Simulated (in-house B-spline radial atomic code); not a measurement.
Ionisation energies with and without relativity, with size and susceptibility from the Dirac run. Dirac energy differences include first-order Breit, QED and recoil terms. NIST's values go from ground level to ground level; the uncertainty of those that are theory runs from under 0.1 % in few-electron ions to several per cent in heavy many-electron ones. Computed with a B-spline radial code for spherical atoms: non-relativistic Hartree-Fock and Dirac-Hartree-Fock, averages of the configuration (point nuclei without relativity, finite nuclei with it).

```json
{"ion": "Nb3+", "configuration": "[Kr] 4d2", "configuration after": "[Kr] 4d1", "ionisation non-relativistic (eV)": "36.26", "ionisation Dirac Breit and QED (eV)": "35.80", "tabulated value (eV)": "37.611", "radius at density 0.001 (bohr)": "3.288", "diamagnetic susceptibility (10⁻⁶ cm³/mol)": "-20.015"}
{"ion": "Mo3+", "configuration": "[Kr] 4d3", "configuration after": "[Kr] 4d2", "ionisation non-relativistic (eV)": "?", "ionisation Dirac Breit and QED (eV)": "?", "tabulated value (eV)": "?", "radius at density 0.001 (bohr)": "?", "diamagnetic susceptibility (10⁻⁶ cm³/mol)": "?"}
{"ion": "Tc3+", "configuration": "[Kr] 4d4", "configuration after": "[Kr] 4d3", "ionisation non-relativistic (eV)": "41.14", "ionisation Dirac Breit and QED (eV)": "40.61", "tabulated value (eV)": "41", "radius at density 0.001 (bohr)": "3.246", "diamagnetic susceptibility (10⁻⁶ cm³/mol)": "-20.716"}
{"ion": "Ru3+", "configuration": "[Kr] 4d5", "configuration after": "[Kr] 4d4", "ionisation non-relativistic (eV)": "43.54", "ionisation Dirac Breit and QED (eV)": "42.98", "tabulated value (eV)": "45", "radius at density 0.001 (bohr)": "3.2", "diamagnetic susceptibility (10⁻⁶ cm³/mol)": "-20.801"}
{"ion": "Rh3+", "configuration": "[Kr] 4d6", "configuration after": "[Kr] 4d5", "ionisation non-relativistic (eV)": "?", "ionisation Dirac Breit and QED (eV)": "?", "tabulated value (eV)": "?", "radius at density 0.001 (bohr)": "?", "diamagnetic susceptibility (10⁻⁶ cm³/mol)": "?"}
{"ion": "Pd3+", "configuration": "[Kr] 4d7", "configuration after": "[Kr] 4d6", "ionisation non-relativistic (eV)": "48.32", "ionisation Dirac Breit and QED (eV)": "47.68", "tabulated value (eV)": "46", "radius at density 0.001 (bohr)": "3.096", "diamagnetic susceptibility (10⁻⁶ cm³/mol)": "-20.679"}
{"ion": "Ag3+", "configuration": "[Kr] 4d8", "configuration after": "[Kr] 4d7", "ionisation non-relativistic (eV)": "50.70", "ionisation Dirac Breit and QED (eV)": "50.02", "tabulated value (eV)": "49", "radius at density 0.001 (bohr)": "3.043", "diamagnetic susceptibility (10⁻⁶ cm³/mol)": "-20.525"}
{"ion": "Cd3+", "configuration": "[Kr] 4d9", "configuration after": "[Kr] 4d8", "ionisation non-relativistic (eV)": "53.08", "ionisation Dirac Breit and QED (eV)": "52.36", "tabulated value (eV)": "51", "radius at density 0.001 (bohr)": "2.99", "diamagnetic susceptibility (10⁻⁶ cm³/mol)": "-20.331"}
{"ion": "In3+", "configuration": "[Kr] 4d10", "configuration after": "[Kr] 4d9", "ionisation non-relativistic (eV)": "55.47", "ionisation Dirac Breit and QED (eV)": "54.70", "tabulated value (eV)": "55.45", "radius at density 0.001 (bohr)": "2.939", "diamagnetic susceptibility (10⁻⁶ cm³/mol)": "-20.109"}
{"ion": "Sn3+", "configuration": "[Kr] 4d10 5s1", "configuration after": "[Kr] 4d10", "ionisation non-relativistic (eV)": "?", "ionisation Dirac Breit and QED (eV)": "?", "tabulated value (eV)": "?", "radius at density 0.001 (bohr)": "?", "diamagnetic susceptibility (10⁻⁶ cm³/mol)": "?"}
{"ion": "Sb3+", "configuration": "[Kr] 4d10 5s2", "configuration after": "[Kr] 4d10 5s1", "ionisation non-relativistic (eV)": "40.15", "ionisation Dirac Breit and QED (eV)": "41.62", "tabulated value (eV)": "43.804", "radius at density 0.001 (bohr)": "3.495", "diamagnetic susceptibility (10⁻⁶ cm³/mol)": "-23.979"}
{"ion": "Te3+", "configuration": "[Kr] 4d10 5s2 5p1", "configuration after": "[Kr] 4d10 5s2", "ionisation non-relativistic (eV)": "35.81", "ionisation Dirac Breit and QED (eV)": "36.04", "tabulated value (eV)": "37.4155", "radius at density 0.001 (bohr)": "3.648", "diamagnetic susceptibility (10⁻⁶ cm³/mol)": "-26.229"}
{"ion": "I3+", "configuration": "[Kr] 4d10 5s2 5p2", "configuration after": "[Kr] 4d10 5s2 5p1", "ionisation non-relativistic (eV)": "38.47", "ionisation Dirac Breit and QED (eV)": "38.73", "tabulated value (eV)": "40.357", "radius at density 0.001 (bohr)": "3.682", "diamagnetic susceptibility (10⁻⁶ cm³/mol)": "-27.873"}
{"ion": "Xe3+", "configuration": "[Kr] 4d10 5s2 5p3", "configuration after": "[Kr] 4d10 5s2 5p2", "ionisation non-relativistic (eV)": "41.17", "ionisation Dirac Breit and QED (eV)": "41.46", "tabulated value (eV)": "42.2", "radius at density 0.001 (bohr)": "3.665", "diamagnetic susceptibility (10⁻⁶ cm³/mol)": "-29.072"}
```

(1) Fill in the row of Mo3+.

(2) Fill in the row of Rh3+.

(3) Fill in the row of Sn3+.

Results:

(1) ionisation non-relativistic (eV): 38.71; ionisation Dirac Breit and QED (eV): 38.22; tabulated value (eV): 40.33; radius at density 0.001 (bohr): 3.279; diamagnetic susceptibility (10⁻⁶ cm³/mol): -20.477.

(2) ionisation non-relativistic (eV): 45.93; ionisation Dirac Breit and QED (eV): 45.34; tabulated value (eV): 42; radius at density 0.001 (bohr): 3.149; diamagnetic susceptibility (10⁻⁶ cm³/mol): -20.779.

(3) ionisation non-relativistic (eV): 37.84; ionisation Dirac Breit and QED (eV): 39.25; tabulated value (eV): 40.74; radius at density 0.001 (bohr): 3.36; diamagnetic susceptibility (10⁻⁶ cm³/mol): -22.274.
